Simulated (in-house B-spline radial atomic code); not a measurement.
Excitations of Cu¹¹⁺ by several methods

Full response, energies in eV; labels give the largest channel, * marks a mixed state, a dash one above the method's threshold, and an imaginary frequency an unstable closed-shell reference. Computed with an all-electron radial atomic-structure program (B-spline basis): linear response of the closed shell [Ne] 3s2 3p6 with each method's own kernel (bare exchange for TDHF, static screening on G0W0 levels for BSE, the adiabatic kernel for functionals); non-relativistic, point nucleus, no spin-orbit coupling, no double excitations, S, P, D and F terms only. Only terms of natural parity with L up to 3 were computed.

Without relativity these are model numbers for so heavy an element.

```
         method  3p → 3d 3P  3p → 3d 3F  3p → 3d 1F  α (bohr³)
           TDHF           ?           ?           ?          ?
            PBE       61.94       62.64       68.28     0.2723
           BP86       62.05       62.61       68.13     0.2721
       LDA VWN5           ?           ?           ?          ?
B3LYP (VWN-RPA)       61.55       62.55       67.99     0.2728
        LC-wPBE       62.10       62.84       68.47     0.2721
```

(1) What does LDA VWN5 give?

(2) What does TDHF give?

Answers

(1) 3p → 3d 3P: 61.92; 3p → 3d 3F: 63.43; 3p → 3d 1F: 68.30; α: 0.2727 (eV, bohr³).

(2) 3p → 3d 3P: 60.68; 3p → 3d 3F: 62.58; 3p → 3d 1F: 68.75; α: 0.274 (eV, bohr³).
